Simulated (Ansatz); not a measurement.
FeCl3⁻. Total charge -1; quintet. Geometry r2SCAN-D4/def2-SVP, that of the neutral sextet; atoms count from 1.

Cartesian coordinates in Å:
```
Fe 0.004 0.007 -0.005
Cl 0.497 -1.453 -1.496
Cl -1.881 1.026 -0.085
Cl 1.381 0.421 1.586
```

(1) Estimate the Mulliken populations from the PBE0/def2-TZVPD orbitals of Ansatz.

(2) Where does the spin sit?

(3) And the Mayer bond orders between bonded heavy atoms (over 0.3)?

Results:

(1) 
| atom | charge (e) | spin (α − β) | d electrons |
| --- | --- | --- | --- |
| Fe1 | 0.47 | 3.71 | 6.32 |
| Cl2 | -0.49 | 0.10 | – |
| Cl3 | -0.49 | 0.10 | – |
| Cl4 | -0.49 | 0.10 | – |
Mulliken values and Mayer orders depend strongly on the basis. With diffuse functions, as here, like atoms can get unlike values, and bond orders can come out too low or too high.

(2) Summed by element: Fe 3.71, Cl 0.29, of 4 unpaired in all. Largest on single atoms: Fe1 3.71, Cl2 0.10, Cl4 0.10.

(3) Fe1–Cl2 0.88 (2.14 Å); Fe1–Cl3 0.88 (2.14 Å); Fe1–Cl4 0.88 (2.14 Å).
